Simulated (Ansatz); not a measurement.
`[OH][In]([OH])[Br]` + H₂ → `[OH][InH][Br]` + H₂O  (hydrogenolysis of the In–O bond)

Gas-phase electronic energies from Ansatz, PBE0-D4/def2-TZVP geometries. CCSD(T)/CBS is the MP2 limit (def2-TZVPP, def2-QZVPP) plus CCSD(T) − MP2 in def2-TZVPP, frozen cores. This one scheme is used for every species. Functionals use def2-TZVPP. def2 core potentials past Kr. For Br, In outer-core shells are correlated without core-valence functions, which leaves a few kJ/mol of doubt a bond. Scalar relativity is left out up to krypton. One conformer a species, not always the lowest.

`[OH][In]([OH])[Br]`:

Z-matrix (Å, degrees):
```
In
O 1 1.964
Br 1 2.441 2 120.6
O 1 1.972 2 117.9 3 180.0
H 2 0.962 1 111.4 3 180.0
H 4 0.961 1 112.6 2 -180.0
```

H₂:

Cartesian coordinates in Å:
```
H -0.166 -0.276 0.188
H 0.166 0.276 -0.188
```

`[OH][InH][Br]`:

Cartesian coordinates in Å:
```
O -0.263 1.355 -0.526
In 0.076 -0.463 0.162
Br 1.580 -0.335 2.098
H -0.848 1.368 -1.288
H -0.545 -1.924 -0.447
```

H₂O:

Z-matrix (Å, degrees):
```
O
H 1 0.960
H 1 0.960 2 105.1
```

**Question.** Is it downhill or uphill in electronic energy at CCSD(T)/CBS, and by how much? (Estimate.)

**Answer.** Computed: Nearly level: ΔE = +2.1 kJ/mol.

**Question.** What do these levels give: PBE, PBE0, HF/def2-TZVPP, CCSD(T)/def2-TZVPP, SCS-MP2/def2-QZVPP, CCSD/CBS(def2)? (Best estimate.)

**Answer.** Ansatz gave: PBE -1.2, PBE0 -10.2, HF/def2-TZVPP -17.2, CCSD(T)/def2-TZVPP -0.7, SCS-MP2/def2-QZVPP 6.1, CCSD/CBS(def2) -3.4 kJ/mol.

Largest T1 diagnostic among the species: 0.014.

The D4 term adds +3.8 kJ/mol with B3LYP and +2.1 kJ/mol with PBE0; it sums over pairs of atoms, weighted by their polarisabilities, and B3LYP, whose exchange is more repulsive, gets the larger term. From PBE to PBE0 (25 % exact exchange), in def2-TZVPP and without D4, ΔE moves by −9.0 kJ/mol.

B3LYP here is the variant with VWN-RPA as its local correlation; programs differ in this.
